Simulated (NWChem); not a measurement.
Molecule: InHBr$_{2}$; SMILES [Br][InH][Br]

```xyz
4

In     0.0000     0.0000    -0.7714
H      0.0000     0.0000    -2.4789
Br    -2.0734     0.0000     0.5826
Br     2.0734     0.0000     0.5826
```
Atoms are numbered in this order, from 1.

Level: PBE0/def2-SVP with def2 effective core potentials on In (NWChem), optimised geometry, unscaled harmonic frequencies. This build's default masses of Se (78.918 u) and Br (79.917 u) are each other's, which moves their modes by up to 0.6 %. def2 effective core potentials on In; no spin-orbit coupling.

```csv
frequency (cm⁻¹),IR intensity (km/mol)
71,3.0
244,11.8
271,60.4
364,35.3
469,114.8
1858,111.4
```

```json
{
  "zero_point_energy": "4.7 kcal/mol",
  "thermal correction to the enthalpy at 298.15 K (with zero-point energy)": "8.5 kcal/mol",
  "heat capacity Cv": "14.3 cal/(mol K)",
  "entropy at 298.15 K and 1 atm (symmetry number 2)": "80.3 cal/(mol K)"
}
```

Rigid rotor and harmonic oscillator; modes under 100 cm⁻¹ make the entropy uncertain.
